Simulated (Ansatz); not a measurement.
Consider the ligand exchange at a Ge–C bond: `O[SiH2]/C=[CH]\[GeH2][OH]` + `O[SiH2]O` → `O[SiH2][O][GeH2][OH]` + `C=C[SiH2]O`.

Calculated with Ansatz (gas phase, PBE0-D4/def2-TZVP geometries, no zero-point term in ΔE). CCSD(T)/CBS adds triple-zeta CCSD(T) − MP2 to the extrapolated MP2 energy (def2 sets, frozen cores). DFT in def2-TZVPP. B3LYP here is the variant with VWN-RPA as its local correlation; programs differ in this. For Ge outer-core shells are correlated without core-valence functions, which leaves a few kJ/mol of doubt a bond. Scalar relativity is left out up to krypton. Each species was taken in one conformer, which may not be the lowest.

(1) Is it downhill or uphill in electronic energy at CCSD(T)/CBS, and by how much? (Best estimate.)

(2) What do these levels give: ωB97X-V, ωB97M-V, PBE, r2SCAN, PBE0, B3LYP, MP2/def2-TZVPP, CCSD/def2-TZVPP, CCSD(T)/def2-TZVPP, HF/CBS(def2), MP2/CBS(def2), CCSD/CBS(def2)? (An estimate is asked.)

Largest T1 diagnostic among the species: 0.012.

Answers

(1) Ansatz gave: Downhill: ΔE = -62.2 kJ/mol.

(2) Ansatz gave: ωB97X-V -66.0, ωB97M-V -62.6, PBE -58.4, r2SCAN -64.4, PBE0 -61.3, B3LYP -70.8, MP2/def2-TZVPP -63.9, CCSD/def2-TZVPP -67.9, CCSD(T)/def2-TZVPP -65.1, HF/CBS(def2) -92.8, MP2/CBS(def2) -61.0, CCSD/CBS(def2) -65.0 kJ/mol.

In def2-TZVPP, CCSD(T) changes the Hartree–Fock value by +24.7 kJ/mol (the triples alone add +2.7 kJ/mol) and MP2 by +26.0 kJ/mol. The D4 term adds +6.2 kJ/mol with B3LYP and +3.2 kJ/mol with PBE0; it sums over pairs of atoms, weighted by their polarisabilities, and B3LYP, whose exchange is more repulsive, gets the larger term.
